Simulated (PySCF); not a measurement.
Isomers of C6H8NO2P.

All values: PBE0/pcSseg-1 (PySCF) at GFN2-xTB geometries, gas phase, one conformer each.

Task: Rank by the highest Hirshfeld charge on any atom, lowest value first.
A. `[CH3:1][O:2][C:3](=[O:4])[c:5]1[p:6][cH:7][cH:8][n:9]1[CH3:10]` with C1–O2–C3–O4 0°, O2–C3–C5–P6 0°
B. `[CH3:1][P@:2](=[O:3])([OH:4])[c:5]1[cH:6][cH:7][cH:8][cH:9][n:10]1` with C1–P2–O4–H 170°, C1–P2–C5–C6 -35°
C. `[CH3:1][P@:2](=[O:3])([OH:4])[c:5]1[cH:6][cH:7][n:8][cH:9][cH:10]1` with C1–P2–O4–H 137°, C1–P2–C5–C6 -114°

Result: A (+0.184 e), B (+0.459 e), C (+0.482 e).

All values together:

```csv
SMILES,μ (D),HOMO (eV),LUMO (eV),lowest IAO charge (e),highest IAO charge (e),lowest Hirshfeld charge (e),highest Hirshfeld charge (e)
COC(=O)c1pccn1C,1.86,-6.67,-1.44,-0.492 (O),+0.496 (C),-0.257 (O),+0.184 (C)
C[P@@](=O)(O)c1cccnc1,4.08,-7.55,-1.34,-0.915 (O),+1.710 (P),-0.400 (O),+0.480 (P)
C[P@](=O)(O)c1ccncc1,2.30,-7.60,-1.47,-0.915 (O),+1.706 (P),-0.400 (O),+0.482 (P)
C[P@](=O)(O)c1ccccn1,4.75,-7.50,-1.33,-0.909 (O),+1.707 (P),-0.410 (O),+0.459 (P)
```

Conformers: `[CH3:1][O:2][C:3](=[O:4])[c:5]1[p:6][cH:7][cH:8][n:9]1[CH3:10]` with C1–O2–C3–O4 0°, O2–C3–C5–P6 0°; `[CH3:1][P@@:2](=[O:3])([OH:4])[c:5]1[cH:6][cH:7][cH:8][n:9][cH:10]1` with C1–P2–O4–H -135°, C1–P2–C5–C6 -69°; `[CH3:1][P@:2](=[O:3])([OH:4])[c:5]1[cH:6][cH:7][n:8][cH:9][cH:10]1` with C1–P2–O4–H 137°, C1–P2–C5–C6 -114°; `[CH3:1][P@:2](=[O:3])([OH:4])[c:5]1[cH:6][cH:7][cH:8][cH:9][n:10]1` with C1–P2–O4–H 170°, C1–P2–C5–C6 -35°.
